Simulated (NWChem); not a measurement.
System: GeN₂H₄, singlet; SMILES [Ge]([NH2])[NH2]

The following NWChem deck was run.

```
start job
memory heap 200 mb stack 900 mb global 1100 mb
geometry units angstroms noautosym nocenter noautoz
  Ge     0.000000     0.000000    -0.441533
  N      1.371499     0.000000     0.763386
  H      2.335803     0.000000     0.452786
  H      1.298362     0.000000     1.776028
  N     -1.371499     0.000000     0.763386
  H     -1.298362     0.000000     1.776028
  H     -2.335803     0.000000     0.452786
end
basis spherical
  * library def2-svpd
end
dft
  xc xcamb88 1.00 lyp 0.81 vwn_5 0.19 hfexch 1.00
  cam 0.33 cam_alpha 0.19 cam_beta 0.46
  iterations 150
end
property
  response 1 0.0
end
task dft property
```

Parts of the log:

```
             Northwest Computational Chemistry Package (NWChem) 7.3.0
             --------------------------------------------------------

                             Geometry "geometry" -> ""
                             -------------------------

 Output coordinates in angstroms (scale by  1.889725989 to convert to a.u.)

  No.       Tag          Charge          X              Y              Z
 ---- ---------------- ---------- -------------- -------------- --------------
    1 Ge                  32.0000     0.00000000     0.00000000    -0.44153300
    2 N                    7.0000     1.37149900     0.00000000     0.76338600
    3 H                    1.0000     2.33580300     0.00000000     0.45278600
    4 H                    1.0000     1.29836200     0.00000000     1.77602800
    5 N                    7.0000    -1.37149900     0.00000000     0.76338600
    6 H                    1.0000    -1.29836200     0.00000000     1.77602800
    7 H                    1.0000    -2.33580300     0.00000000     0.45278600

 Effective nuclear repulsion energy (a.u.)     186.4479831673

                              NWChem Property Module
                              ----------------------

                                 NWChem DFT Module
                                 -----------------

 Summary of "ao basis" -> "ao basis" (spherical)
 ------------------------------------------------------------------------------
       Tag                 Description            Shells   Functions and Types
 ---------------- ------------------------------  ------  ---------------------
 Ge                        def2-svpd                14       38   6s4p4d
 N                         def2-svpd                 8       20   4s2p2d
 H                         def2-svpd                 4        8   2s2p

            General Information
            -------------------
          SCF calculation type: DFT
          Wavefunction type:  closed shell.
          No. of atoms     :     7
          No. of electrons :    50
           Alpha electrons :    25
            Beta electrons :    25
          Charge           :     0
          Spin multiplicity:     1
          Use of symmetry is: off; symmetry adaption is: off
          Maximum number of iterations: 150
          AO basis - number of functions:   110
                     number of shells:    46
          Convergence on energy requested:  1.00D-06
          Convergence on density requested:  1.00D-05
          Convergence on gradient requested:  5.00D-04

              XC Information
              --------------
                     Hartree-Fock (Exact) Exchange  1.000
                   CAM-Becke88 Exchange Functional  1.000
                      VWN V Correlation Functional  0.190 local
              Lee-Yang-Parr Correlation Functional  0.810

           Range-Separation Parameters
           ---------------------------
           Alpha           :  0.19
           Beta            :  0.46
           Gamma           :  0.33
           Short-Range HF  :     F

             Grid Information
             ----------------
          Grid used for XC integration:  medium
          Radial quadrature: Mura-Knowles
          Angular quadrature: Lebedev.
          Tag              B.-S. Rad. Rad. Pts. Rad. Cut. Ang. Pts.
          ---              ---------- --------- --------- ---------
          Ge                  1.25      112           9.0       590
          N                   0.65       49          11.0       434
          H                   0.35       45          12.0       434
          Grid pruning is: on
          Number of quadrature shells:   390
          Spatial weights used:  Erf1

      Superposition of Atomic Density Guess
      -------------------------------------

 Sum of atomic energies:       -2185.52982451

      Non-variational initial energy
      ------------------------------

 Total energy =   -2186.611474
 1-e energy   =   -3415.099092
 2-e energy   =    1042.039634
 HOMO         =      -0.272186
 LUMO         =      -0.008853

   convergence    iter        energy       DeltaE   RMS-Dens  Diis-err
 ---------------- ----- ----------------- --------- --------- ---------
 d= 0,ls=0.0,diis     1  -2188.6278597457 -2.38D+03  1.17D-02  5.23D-01
 d= 0,ls=0.0,diis     2  -2188.6323416226 -4.48D-03  3.95D-03  5.01D-01
 d= 0,ls=0.0,diis     3  -2188.6849126681 -5.26D-02  9.43D-04  1.82D-02
 d= 0,ls=0.0,diis     4  -2188.6867966208 -1.88D-03  2.49D-04  1.92D-03
 d= 0,ls=0.0,diis     5  -2188.6868884510 -9.18D-05  8.45D-05  3.48D-05
  Resetting Diis
 d= 0,ls=0.0,diis     6  -2188.6868918735 -3.42D-06  2.45D-05  6.05D-07
 d= 0,ls=0.0,diis     7  -2188.6868920303 -1.57D-07  4.56D-06  1.86D-08

         Total DFT energy =    -2188.686892030278
      One electron energy =    -3417.590305630433
           Coulomb energy =     1136.878896209420
    Exchange-Corr. energy =      -94.423465776523
 Nuclear repulsion energy =      186.447983167259

 Numeric. integr. density =       49.999998137388

                       DFT Final Molecular Orbital Analysis
                       ------------------------------------

 Vector   23  Occ=2.000000D+00  E=-3.574020D-01
              MO Center=  3.4D-08, -5.6D-10,  6.0D-01, r^2= 2.8D+00
   Bfn.  Coefficient  Atom+Function         Bfn.  Coefficient  Atom+Function
  ----- ------------  ---------------      ----- ------------  ---------------
    44      0.365761  2 N  py                80      0.365761  5 N  py
    47     -0.249459  2 N  py                83     -0.249459  5 N  py
    14     -0.189559  1 Ge py                17     -0.166594  1 Ge py
    11      0.115639  1 Ge py                20      0.044764  1 Ge d -1
    73     -0.041583  4 H  py               101     -0.041583  6 H  py

 Vector   24  Occ=2.000000D+00  E=-3.099637D-01
              MO Center= -3.4D-08,  2.4D-11,  7.4D-01, r^2= 2.9D+00
   Bfn.  Coefficient  Atom+Function         Bfn.  Coefficient  Atom+Function
  ----- ------------  ---------------      ----- ------------  ---------------
    44      0.419233  2 N  py                80     -0.419233  5 N  py
    47     -0.300732  2 N  py                83      0.300732  5 N  py
    19      0.058609  1 Ge d -2              73     -0.054754  4 H  py
   101      0.054754  6 H  py                65     -0.050612  3 H  py
   109      0.050612  7 H  py                34     -0.042534  1 Ge d -2

 Vector   25  Occ=2.000000D+00  E=-3.014508D-01
              MO Center= -4.2D-10, -8.8D-11, -6.7D-01, r^2= 2.5D+00
   Bfn.  Coefficient  Atom+Function         Bfn.  Coefficient  Atom+Function
  ----- ------------  ---------------      ----- ------------  ---------------
     4      0.538272  1 Ge s                 15     -0.331884  1 Ge pz
     3     -0.313780  1 Ge s                 18     -0.280754  1 Ge pz
     5      0.224518  1 Ge s                 12      0.190744  1 Ge pz
    45     -0.154351  2 N  pz                81     -0.154351  5 N  pz
    41     -0.149968  2 N  s                 77     -0.149968  5 N  s

 Vector   26  Occ=0.000000D+00  E= 1.242694D-02
              MO Center=  3.8D-10, -2.5D-09, -5.0D-01, r^2= 3.4D+00
   Bfn.  Coefficient  Atom+Function         Bfn.  Coefficient  Atom+Function
  ----- ------------  ---------------      ----- ------------  ---------------
    17      0.712491  1 Ge py                14      0.395090  1 Ge py
    11     -0.226671  1 Ge py                44      0.198915  2 N  py
    80      0.198915  5 N  py                47     -0.175046  2 N  py
    83     -0.175046  5 N  py                35     -0.163420  1 Ge d -1
     8      0.073369  1 Ge py                73     -0.058942  4 H  py

 Vector   27  Occ=0.000000D+00  E= 4.818076D-02
              MO Center=  6.0D-07, -2.8D-10,  9.2D-01, r^2= 1.0D+01
   Bfn.  Coefficient  Atom+Function         Bfn.  Coefficient  Atom+Function
  ----- ------------  ---------------      ----- ------------  ---------------
    42      3.725184  2 N  s                 78      3.725182  5 N  s
     5     -3.330213  1 Ge s                  6      1.937959  1 Ge s
    60     -1.486245  3 H  s                104     -1.486244  7 H  s
    68     -1.478295  4 H  s                 96     -1.478294  6 H  s
    74      0.615309  4 H  pz               102      0.615309  6 H  pz

 Vector   28  Occ=0.000000D+00  E= 5.107267D-02
              MO Center= -6.2D-07, -1.0D-10, -3.3D-01, r^2= 8.7D+00
   Bfn.  Coefficient  Atom+Function         Bfn.  Coefficient  Atom+Function
  ----- ------------  ---------------      ----- ------------  ---------------
    42      5.724617  2 N  s                 78     -5.724617  5 N  s
    60     -1.973094  3 H  s                104      1.973095  7 H  s
    68     -1.784961  4 H  s                 96      1.784961  6 H  s
    16     -1.082882  1 Ge px                37      0.898731  1 Ge d  1
    64      0.676607  3 H  px               108      0.676607  7 H  px

     Multipole analysis of the density
     ---------------------------------

     L   x y z        total         alpha         beta         nuclear
     -   - - -        -----         -----         ----         -------
     0   0 0 0     -0.000000    -25.000000    -25.000000     50.000000

[...]

 DFT Linear Response polarizability / au
 Frequency  =       0.0000000 / au
              X              Y              Z
 -----------------------------------------------
 X      59.9494087     -0.0000000      0.0000000
 Y      -0.0000000     40.9370130      0.0000000
 Z       0.0000000      0.0000000     52.4239983
 -----------------------------------------------
 Eigenvalues =      59.9494087     40.9370130     52.4239983
 Isotropic   =      51.1034733
 Anisotropic =      16.5839353
 -----------------------------------------------

 Magnetic Dipole Response Matrix (nonzero elements):

 Exiting AOResponse driver routine
```

Level: CAM-B3LYP/def2-SVPD. Low-valent species are run as closed-shell singlets; no triplet was tried in these runs. All runs use the structure optimised with PBE0/def2-SVP.
